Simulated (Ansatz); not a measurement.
Born–Oppenheimer molecular dynamics of BH$_{9}$OSi$_{2}$ (13 atoms, charge 0, multiplicity 1). It starts at the highest image of a converged band. Of that band: Neighbouring images differ by up to 1.8 eV, so the band resolves the path poorly. A vibrational analysis at the climbing image gives one clearly imaginary mode, 1350i cm⁻¹: a first-order saddle point.

Method: RKS PBE0/def2-SVP (Ansatz 0.2.0).

```
ensemble                      : NVE (velocity Verlet)
time step                     : 0.5 fs
steps asked                   : 200
starting velocities drawn for : 300 K
seed                          : 7624
```

First frame:

```xyz
13
Properties=species:S:1:pos:R:3
B -0.853 -0.378 0.234
Si 0.639 -1.517 1.295
H -0.912 -0.960 -0.831
H -1.786 -0.454 1.000
H 0.364 0.230 0.603
O -0.311 1.103 0.093
Si -0.021 1.772 -1.438
H 0.861 -1.160 2.731
H -0.138 -2.790 1.220
H 1.978 -1.736 0.659
H 0.422 3.175 -1.219
H 1.047 0.995 -2.131
H -1.291 1.718 -2.215
```

(1) What does the run give?

(2) What happens to the structure?

(3) How do temperature and energy run in time?

Answers

(1) The run went to its last step.

```
steps done                                               : 200
time covered                                             : 100 fs
mean temperature over the second half                    : 1248 K
spread of the potential energy over the second half      : 7.9 meV per atom
mean potential energy of the second half above the start : -103.6 meV per atom
```

The conserved energy stayed within 0.14 meV per atom of its start (net change 0.092 meV per atom), so the integration is sound. The kinetic energy rose, since the run started high on the potential surface and went downhill. It ends in pieces (BH5OSi + H4Si), so much of that is their flight and rotation, not heat. A run of 0.1 ps of so small a system gives no equilibrium averages. The orbitals stay closed-shell, which can raise the energy where a bond breaks towards radicals; this wasn't checked here.

(2) Between its relaxed ends the band would form Si2–H5 and break B1–Si2, H5–O6. These pairs go: Si2–H5 1.90 → 1.49 Å, B1–Si2 2.16 → 5.13 Å, H5–O6 1.22 → 5.26 Å. In the last frame they stand as after the step (other bonds may differ from the relaxed reactants and products). Also parted: B1–H5 1.41 → 4.65 Å. It ends as BH5OSi + H4Si. Pairs count as bonded within 1.25 times the sum of covalent radii (0.12 Å more for H–H). Another seed would give other details.

(3) 
| time (fs) | T (K) | potential energy less start (eV) | conserved less start (meV/atom) |
| --- | --- | --- | --- |
| 0.0 | 300 | 0.000 | 0.00 |
| 5.0 | 220 | 0.115 | 0.10 |
| 10.0 | 309 | -0.013 | 0.07 |
| 15.0 | 595 | -0.419 | 0.02 |
| 20.0 | 820 | -0.740 | 0.02 |
| 25.0 | 742 | -0.627 | 0.10 |
| 30.0 | 981 | -0.968 | 0.06 |
| 35.0 | 1183 | -1.255 | 0.04 |
| 40.0 | 1067 | -1.090 | 0.07 |
| 45.0 | 1079 | -1.107 | 0.05 |
| 50.0 | 1181 | -1.252 | 0.07 |
| 55.0 | 1167 | -1.231 | 0.09 |
| 60.0 | 1231 | -1.323 | 0.04 |
| 65.0 | 1333 | -1.469 | 0.05 |
| 70.0 | 1277 | -1.388 | 0.11 |
| 75.0 | 1219 | -1.306 | 0.06 |
| 80.0 | 1259 | -1.362 | 0.04 |
| 85.0 | 1332 | -1.466 | 0.08 |
| 90.0 | 1325 | -1.457 | 0.05 |
| 95.0 | 1162 | -1.225 | 0.08 |
| 100.0 | 1171 | -1.238 | 0.09 |

Time of the run: 8.4 min on 2 threads of Intel(R) Xeon(R) Platinum 8488C (Sapphire Rapids), on a shared host, peak memory 0.25 GiB.
